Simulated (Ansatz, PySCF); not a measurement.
This PySCF input computes a CCSD(T)/cc-pVDZ energy:

```python
from pyscf import gto, scf, mp, cc as ccmod

mol = gto.M(
    atom='''
    B    -0.85573650   -0.00493450   -0.02237294
    N     0.51584742   -0.10079013    0.00863416
    H    -1.47797506    1.01043132    0.00900960
    H     1.13550828    0.69831676    0.06203764
    H     1.01021735   -0.97854462   -0.01962167
    ''',
    basis='cc-pvdz',
    charge=0,
    spin=1,
    verbose=4,
)

mf = scf.UHF(mol)
mf.conv_tol = 1e-10
mf.max_cycle = 100
mf.kernel()
mo, _, stable, _ = mf.stability(return_status=True)
if not stable:
    mf.kernel(mf.make_rdm1(mo, mf.mo_occ))
mp2 = mp.MP2(mf, frozen=2).run()
cc = ccmod.CCSD(mf, frozen=2)
cc.max_cycle = 100
cc.kernel()
et = cc.ccsd_t()
print(f'E(CCSD(T)) = {cc.e_tot + et:.9f}')
```

Write an input for the same energy in Ansatz (an electronic-structure program) and say what it gives.


Ansatz 0.2 input:
```yaml
crystal:
  periodic: [false, false, false]
  atoms:
    - {symbol: B, position_ang: [-0.85573650, -0.00493450, -0.02237294]}
    - {symbol: N, position_ang: [0.51584742, -0.10079013, 0.00863416]}
    - {symbol: H, position_ang: [-1.47797506, 1.01043132, 0.00900960]}
    - {symbol: H, position_ang: [1.13550828, 0.69831676, 0.06203764]}
    - {symbol: H, position_ang: [1.01021735, -0.97854462, -0.01962167]}
basis:
  gaussian:
    orbitals: cc-pVDZ
magnetization: {spin_polarized: true, initial_magnetization: 1}
correlation: {method: ccsd_t, electrons: outside_noble_gas}
```
It gives -81.12914 Eh, and PySCF -81.12914 Eh, a difference of 0.00 mEh.

It need not be the lowest isomer of its formula.
